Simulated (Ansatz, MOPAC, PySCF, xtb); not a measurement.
Pair of molecules: NH3 (SMILES N) (first 4 atoms) with C3H6 (SMILES C=CC); geometry from B3LYP-D3(BJ)/def2-TZVP, rigid monomers moved along the line of their centres of mass till H4···C6 is 3.66 Å.
(charge 0, multiplicity 1):
```xyz
13

N     -0.211    -0.209     0.537
H     -0.712    -0.855    -0.062
H      0.738    -0.148     0.187
H     -0.165    -0.623     1.462
C      0.156    -0.865     5.278
C     -0.488     0.262     5.000
C      0.156     1.577     4.701
H      1.240    -0.902     5.320
H     -0.372    -1.788     5.481
H     -1.575     0.248     4.970
H     -0.192     2.349     5.392
H      1.243     1.514     4.775
H     -0.104     1.906     3.691
```

Monomers are frozen at their geometry in the pair; levels with a basis set take the counterpoise correction. Rows marked so take none.

Rows in 6-31G*, STO-3G carry no dispersion term and start afresh at each structure (6-31G* with six Cartesian d functions). MP2/6-31G* freezes PySCF's default core. The state that AM1, PM7 reach isn't checked; PM7 holds dispersion and hydrogen-bond terms.

Run with Ansatz (a program for electronic structure) with Gaussian orbitals; MOPAC for AM1, PM7 (differences of heats of formation); PySCF for 6-31G* rows, STO-3G rows, the dispersion terms; xtb for the GFN methods. Each number belongs to the level named beside it.

| level | interaction energy (meV) |
|---|---|
| GFN-FF | -8.4 |
| AM1 | -4.1 |
| PM7 | -45.3 |
| HF/STO-3G (no counterpoise) | -10.9 |
| HF/aug-cc-pVDZ | -24.5 |
| B3LYP/6-31G* | -21.2 |
| B3LYP-D3(BJ)/def2-TZVPPD | -41.0 |
| PBE0/def2-TZVPPD | -31.5 |
| MP2/6-31G* (no counterpoise) | … |

Q: Some entries are withheld; supply them.

A: 
- MP2/6-31G* (no counterpoise), interaction energy (meV): -46.4
